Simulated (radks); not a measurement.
Q: Valence configurations of I (all share [Kr]). Calculated with a radial shooting solver on a logarithmic mesh with Libxc functionals: scalar-relativistic Kohn-Sham, r2SCAN, spin-polarised, spherical densities, finite nucleus; open shells are filled with parallel spins first (spin-orbit coupling, left out, can overturn this in heavy ions); meta-GGA in the generalised Kohn-Sham scheme; Fermi nuclear charge, rms radius 4.75 fm. Order these by energy: 4d9 5s2 5p6; 4d10 5s2 5p5; 4d9.5 5s2 5p5.5; 4d10 5s1 5p6.

A: From the lowest, in eV above it: 4d10 5s2 5p5 0.000; 4d10 5s1 5p6 10.547; 4d9.5 5s2 5p5.5 22.735; 4d9 5s2 5p6 46.541. NIST lists [Kr] 4d10 5s2 5p5 as the ground configuration; this level of theory agrees among the configurations tried. The energies are those of spherical high-spin densities, not of single terms.
